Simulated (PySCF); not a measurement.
FH₈N₃Si₃.
Numbering: `[F:1][SiH:2]1[NH:3][SiH2:4][NH:5][SiH2:6][NH:7]1` (hydrogens: H8 on Si2; H9 on N3; H10, H11 on Si4; H12 on N5; H13, H14 on Si6; H15 on N7)

The closed-shell ground state was solved at several levels (PySCF, density fitting, gas phase, non-relativistic). Isolated species at its PBE0-D3(BJ)/def2-SVP geometry (one conformer only).

```json
{"level": "CAM-B3LYP/pcSseg-1", "basis functions": "180", "total energy (Eh)": "-1137.5059", "HOMO (eV)": "-8.93", "LUMO (eV)": "1.50", "gap (eV)": "10.43", "dipole (D)": "1.60"}
{"level": "CAM-B3LYP/def2-SVPD", "basis functions": "219", "total energy (Eh)": "-1137.0998", "HOMO (eV)": "-8.96", "LUMO (eV)": "0.86", "gap (eV)": "9.82", "dipole (D)": "1.66"}
```

(1) Estimate the row for PBE0/pcSseg-1, a basis of 180 functions; the other rows only guide the guess.

(2) Over all these levels, which gives the widest orbital gap and which the narrowest?

(3) How far do the dipole and the HOMO energy spread over the levels?

Results:

(1) Total energy -1136.9140 Eh, HOMO -7.58 eV, LUMO 0.46 eV, gap 8.04 eV, dipole 1.59 D.

(2) CAM-B3LYP/pcSseg-1 (range-separated hybrid) has the widest, 10.43 eV, and PBE0/pcSseg-1 (global hybrid, 25 % exact exchange) the narrowest, 8.04 eV. The two share the basis. From the narrowest to the widest the HOMO moves by -1.35 eV and the LUMO by +1.04 eV.

(3) The dipole runs from 1.59 to 1.66 D (mean 1.62 D) and the HOMO from -8.96 to -7.58 eV.
